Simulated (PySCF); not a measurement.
## Spin-rotation constants: ethyl trimethylhydrazine (SMILES CCN(C)N(C)C)

Geometry:
| atom | x (Å) | y (Å) | z (Å) |
| --- | --- | --- | --- |
| C1 | 2.076 | -1.200 | 0.038 |
| C2 | 1.400 | -0.115 | -0.788 |
| N3 | 0.379 | 0.560 | -0.005 |
| C4 | -0.121 | 1.761 | -0.650 |
| N5 | -0.599 | -0.351 | 0.450 |
| C6 | -1.095 | 0.029 | 1.754 |
| C7 | -1.671 | -0.666 | -0.476 |
| H8 | 1.340 | -1.933 | 0.353 |
| H9 | 2.847 | -1.692 | -0.549 |
| H10 | 2.528 | -0.762 | 0.924 |
| H11 | 0.992 | -0.554 | -1.715 |
| H12 | 2.133 | 0.643 | -1.076 |
| H13 | 0.697 | 2.477 | -0.717 |
| H14 | -0.905 | 2.197 | -0.034 |
| H15 | -0.516 | 1.587 | -1.662 |
| H16 | -1.597 | -0.831 | 2.197 |
| H17 | -1.806 | 0.868 | 1.727 |
| H18 | -0.246 | 0.306 | 2.373 |
| H19 | -1.250 | -0.910 | -1.450 |
| H20 | -2.195 | -1.544 | -0.099 |
| H21 | -2.402 | 0.148 | -0.596 |

Computed with GIAO BLYP/6-31G* magnetisability, rotational g tensor and spin-rotation constants, non-relativistic, gas phase in PySCF 2.14.0. Geometry: GFN2-xTB.

Task: Give the nuclear spin-rotation constants along the inertial axes (H = +C I·J) beside the isotropic shieldings.

Result: Rotational constants 3.2085, 2.0834, 1.7559 GHz. A star marks the isotopologue with that one atom substituted, in its own axes.
| atom | isotope | Caa (kHz) | Cbb (kHz) | Ccc (kHz) | mean (kHz) | σ (ppm) |
| --- | --- | --- | --- | --- | --- | --- |
| N3 | 14N | 0.198 | 0.153 | 0.137 | 0.163 | 164.6 |
| N5 | 14N | 0.205 | 0.116 | 0.106 | 0.142 | 189.5 |
| H8 | 1H | -0.200 | -0.050 | -0.173 | -0.141 | 30.5 |
| H9 | 1H | 0.009 | -0.239 | -0.172 | -0.134 | 31.8 |
| H10 | 1H | -0.365 | -0.232 | 0.038 | -0.187 | 31.5 |
| H11 | 1H | -0.337 | -0.231 | 0.079 | -0.163 | 29.6 |
| H12 | 1H | -0.171 | -0.069 | -0.168 | -0.136 | 30.1 |
| H13 | 1H | -0.171 | -0.125 | -0.137 | -0.144 | 30.4 |
| H14 | 1H | 0.052 | -0.225 | -0.150 | -0.108 | 29.7 |
| H15 | 1H | -0.355 | -0.188 | 0.028 | -0.172 | 30.3 |
| H16 | 1H | -0.292 | 0.024 | -0.178 | -0.148 | 29.9 |
| H17 | 1H | -0.092 | -0.091 | -0.182 | -0.122 | 29.8 |
| H18 | 1H | -0.225 | -0.231 | 0.006 | -0.150 | 29.8 |
| H19 | 1H | -0.146 | -0.204 | -0.061 | -0.137 | 29.7 |
| H20 | 1H | -0.286 | -0.012 | -0.172 | -0.157 | 30.5 |
| H21 | 1H | -0.112 | -0.102 | -0.186 | -0.133 | 30.5 |
| C1 | 13C* | 0.448 | 0.279 | 0.229 | 0.319 | 173.4 |
| C2 | 13C* | 0.520 | 0.408 | 0.365 | 0.431 | 137.7 |
| C4 | 13C* | 0.563 | 0.304 | 0.288 | 0.385 | 154.9 |
| C6 | 13C* | 0.577 | 0.439 | 0.267 | 0.428 | 142.3 |

For the geometry as given, no vibrational averaging.
